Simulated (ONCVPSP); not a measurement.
# Scattering properties, ONCV potential for W (Z = 74)

- Element: tungsten (W)
- Generator: ONCVPSP 4.0.1
- Type: optimised norm-conserving Vanderbilt (ONCV)
- Functional: PBE
- Relativity: non-relativistic
- Frozen core: [Kr] 4d10 4f14
- Valence charge: 14
- Reference configuration: 5s2 5p6 5d5 6s1
- Partial waves: 5s+6s: rc 2.15 bohr, ncon 5, nbas 9, qcut 6.5 1/bohr, 2 projectors; 5p: rc 1.70 bohr, ncon 3, nbas 7, qcut 6.6 1/bohr, 2 projectors, debl 3.5 Ha; 5d: rc 1.70 bohr, ncon 4, nbas 7, qcut 5.5 1/bohr, 2 projectors, debl 2.8 Ha
- Local potential: polynomial inside 1.15 bohr (lpopt 5, dvloc0 0 Ha)
- Core correction: polynomial model core, fcfact 0.25

The phase is arctan(r·R′/R) of the radial function R(r), unwrapped; energies in Ha, scanned from -4 to 5 Ha. A pole is an energy at which the radial function vanishes at the test radius. The pseudo phase is shifted by a multiple of π to meet the all-electron one at the reference energy, and phase errors are pseudo minus all-electron; the curves can meet again beyond the range given. Levels narrower than the energy grid can be missing from the lists of poles.

Q: For each channel, where are the poles, and over which energies does the pseudopotential scatter like the atom?

A:

| channel | radius (bohr) | reference energy (Ha) | poles, all-electron | poles, pseudo | unbroken range about the reference energy with phases within 0.05 rad | phase error 1 Ha above the reference energy (rad) |
| --- | --- | --- | --- | --- | --- | --- |
| s | 2.19 | -0.15 | -2.17, 3.17 | -2.17, 1.37, 3.22 | below 1.3 | -0.004 |
| p | 1.72 | -1.41 | -0.45 | -0.45 | the whole range | -0.000 |
| d | 1.72 | -0.15 | 1.70 | 1.70 | the whole range | -0.000 |

Note: no bound ghost flagged; GHOST(+) flagged for s at 38.0 eV, p at 240.3 eV.

Phases in the s channel:

| E (Ha) | all-electron | pseudo |
| --- | --- | --- |
| -3.98 | 1.335 | 1.335 |
| -3.50 | 1.297 | 1.297 |
| -3.02 | 1.218 | 1.218 |
| -2.54 | 0.650 | 0.650 |
| -2.06 | -1.658 | -1.658 |
| -1.58 | -1.817 | -1.817 |
| -1.10 | -1.933 | -1.933 |
| -0.62 | -2.114 | -2.114 |
| -0.14 | -2.538 | -2.538 |
| 0.34 | -3.522 | -3.523 |
| 0.82 | -4.190 | -4.194 |
| 1.30 | -4.436 | -4.468 |
| 1.78 | -4.554 | -7.687 |
| 2.26 | -4.625 | -7.762 |
| 2.74 | -4.676 | -7.813 |
| 3.22 | -4.716 | -7.854 |
| 3.70 | -4.754 | -7.891 |
| 4.18 | -4.794 | -7.930 |
| 4.66 | -4.842 | -7.977 |
